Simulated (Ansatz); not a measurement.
Ansatz results at the PBE0-D4/def2-TZVP geometry: HOMO–LUMO gap (PBE/def2-TZVPP) 6.74 eV; size of the dipole moment (PBE/def2-TZVPP) 1.46 D; ideal-gas entropy at 298 K and 1 bar (rigid rotor, harmonic PBE0-D4/def2-TZVP) 330 J/(mol·K).

Each molecule was computed in one conformer, which needn't be the lowest.

(1) Which molecule gave them?
A. `O[SiH](Cl)Br`
B. `C[SiH3]`
C. `CO[SiH2]Cl`
D. `[SeH][Si]([SeH])([SeH])[SeH]`

Answers

(1) C. The others give `[SeH][Si]([SeH])([SeH])[SeH]`: 3.95, 1.34, 452; `C[SiH3]`: 7.82, 0.85, 255; `O[SiH](Cl)Br`: 6.53, 1.07, 333.
